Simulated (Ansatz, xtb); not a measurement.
Two isomers of C4H6BrCl

Structure I is `Cl[C@H]1C[C@@H](Br)C1`, a singlet and structure II is `Cl[C@H]1C[C@H](Br)C1`, a singlet. Both are isolated molecules in the gas phase, relaxed with B3LYP-D3(BJ)/def2-SVP.

**Question.** Estimate E(II) − E(I) at the level CCSD(T)/def2-SVP + ΔMP2/def2-TZVPP.

**Answer.** CCSD(T)/def2-SVP + ΔMP2/def2-TZVPP gives E(II) − E(I) = +0.66 kcal/mol, slightly favouring structure I, which is too small a margin to settle the true order.

How the difference moves with the method:

```csv
level,geometry,E(II) − E(I) (kcal/mol),departure from the last row (kcal/mol),"job, with rough time for the two"
GFN2-xTB,GFN2-xTB,−0.08,−0.74,"optimisation, 0.17 s"
HF/STO-3G,GFN2-xTB,+0.95,+0.28,"single point, 0.6 s"
r2SCAN-D4/def2-SVP,GFN2-xTB,+1.11,+0.44,"single point, 7.2 s"
B3LYP-D3(BJ)/def2-SVP,B3LYP-D3(BJ)/def2-SVP,+0.73,+0.07,"optimisation, 72 s"
HF/def2-SVP,B3LYP-D3(BJ)/def2-SVP,+0.60,−0.07,part of the CCSD(T) run
MP2/def2-SVP,B3LYP-D3(BJ)/def2-SVP,+0.75,+0.09,part of the CCSD(T) run
CCSD(T)/def2-SVP,B3LYP-D3(BJ)/def2-SVP,+0.58,−0.08,single point
CCSD(T)/def2-SVP + ΔMP2/def2-TZVPP,B3LYP-D3(BJ)/def2-SVP,+0.66,,"single point, 2 min"
```

As drawn, both hold the same kinds of bond in the same numbers.

The largest departure from CCSD(T)/def2-SVP + ΔMP2/def2-TZVPP is that of GFN2-xTB, 0.74 kcal/mol. The last row adds to CCSD(T) the change of the MP2 difference between the two basis sets, here +0.08 kcal/mol.

With thermal terms from frequencies at re-optimised GFN2-xTB minima (ideal gas, soft modes damped towards free rotors, one conformer each, 298.15 K, 1 atm): on the last row, ΔE + ΔZPE = +0.57, ΔH = +0.64, ΔG = +0.52 kcal/mol.

The correlated steps freeze 18 core orbitals; the filled d shell of Br is correlated, in a basis made for valence electrons. Run with Ansatz 0.2.0, xtb 6.7.1; the last row on 2 threads of Arm Neoverse V2 on a shared host.
